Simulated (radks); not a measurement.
Exchange energies: the exact (Fock) value of the Kohn-Sham orbitals and density-functional approximations, in hartree. Species: He [He]; K [Ar] 4s1; C2+ [He] 2s2; B+ [He] 2s2. Method: non-relativistic Kohn-Sham, r2SCAN, spin-polarised, spherical densities, point nucleus; meta-GGA in the generalised Kohn-Sham scheme; computed with a radial shooting solver on a logarithmic mesh with Libxc functionals. Every spin shell is full or empty, so the densities are truly spherical. Functionals are evaluated on that one density, not self-consistently.

functional,He,K,C2+,B+
exact,-1.02091,-32.6688,-4.31041,-3.48886
LDA,-0.88097,-30.211,-3.7549,-3.0347
B88,-1.0227,-32.654,-4.3014,-3.4808
PBE,-1.0110,-32.486,-4.2666,-3.4525
PW91,-1.0142,-32.625,-4.2809,-3.4643
PW86,-1.0306,-32.796,-4.3391,-3.5114
OPTX,-1.0231,-32.701,-4.3092,-3.4881
AM05,-0.91414,-30.493,-3.8725,-3.1314
B86b,-1.0210,-32.682,-4.3038,-3.4827
EV93,-1.0735,-32.963,-4.5078,-3.6513
APBE,-1.0277,-32.841,-4.3342,-3.5074
SCAN,-1.0270,-32.761,-4.2972,-3.4798
r2SCAN,-1.0270,-32.671,-4.2942,-3.4777
Tao-Mo,-1.0290,-32.592,-4.3381,-3.5106
TASK,-1.0270,-31.694,-4.1963,-3.4052
